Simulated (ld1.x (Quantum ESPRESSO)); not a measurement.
# An all-electron radial function and its pseudo partner (chromium (Cr))

Columns: radius, all-electron u(r) and pseudo u(r) of the 4p shell (level -0.95 eV) of chromium in the configuration [Ar] 3d5 4s1 4p0; PBEsol, scalar-relativistic, RRKJ scheme, ld1.x (Quantum ESPRESSO) 7.5.

```json
{"r (bohr)": "0.210", "all-electron": "0.0752", "pseudo": "0.0031"}
{"r (bohr)": "0.420", "all-electron": "-0.0701", "pseudo": "0.0123"}
{"r (bohr)": "0.630", "all-electron": "-0.1511", "pseudo": "0.0278"}
{"r (bohr)": "0.840", "all-electron": "-0.1380", "pseudo": "0.0496"}
{"r (bohr)": "1.050", "all-electron": "-0.0751", "pseudo": "0.0776"}
{"r (bohr)": "1.260", "all-electron": "0.0046", "pseudo": "0.1112"}
{"r (bohr)": "1.470", "all-electron": "0.0845", "pseudo": "0.1497"}
{"r (bohr)": "1.680", "all-electron": "0.1576", "pseudo": "0.1916"}
{"r (bohr)": "1.890", "all-electron": "0.2215", "pseudo": "0.2352"}
{"r (bohr)": "2.100", "all-electron": "0.2760", "pseudo": "0.2785"}
{"r (bohr)": "2.310", "all-electron": "0.3217", "pseudo": "0.3196"}
{"r (bohr)": "2.520", "all-electron": "0.3591", "pseudo": "0.3566"}
{"r (bohr)": "2.730", "all-electron": "0.3892", "pseudo": "0.3881"}
{"r (bohr)": "2.940", "all-electron": "0.4126", "pseudo": "0.4132"}
{"r (bohr)": "3.150", "all-electron": "0.4300", "pseudo": "0.4317"}
{"r (bohr)": "3.360", "all-electron": "0.4422", "pseudo": "0.4441"}
{"r (bohr)": "3.570", "all-electron": "0.4497", "pseudo": "0.4511"}
{"r (bohr)": "3.780", "all-electron": "0.4531", "pseudo": "0.4538"}
{"r (bohr)": "3.990", "all-electron": "0.4531", "pseudo": "0.4532"}
{"r (bohr)": "4.200", "all-electron": "0.4500", "pseudo": "0.4500"}
{"r (bohr)": "4.410", "all-electron": "0.4445", "pseudo": "0.4445"}
{"r (bohr)": "4.620", "all-electron": "0.4370", "pseudo": "0.4370"}
{"r (bohr)": "4.830", "all-electron": "0.4279", "pseudo": "0.4279"}
{"r (bohr)": "5.040", "all-electron": "0.4175", "pseudo": "0.4175"}
{"r (bohr)": "5.250", "all-electron": "0.4062", "pseudo": "0.4062"}
{"r (bohr)": "5.460", "all-electron": "0.3943", "pseudo": "0.3943"}
```

**Question.** How many radial nodes do the two functions have?

**Answer.** The all-electron 4p function has n − l − 1 = 2; the pseudo-wave has 0, since the states of the same l below it are removed with the core.

**Question.** At about which radius was the pseudo-wave matched?

**Answer.** 4.20 bohr, where the columns begin to agree (steps of 0.21 bohr).

**Question.** Is the pseudo-wave norm-conserving?

**Answer.** Yes: the RRKJ scheme keeps the norm inside the radius equal to the all-electron one, which fixes the energy derivative of the logarithmic derivative at the level.
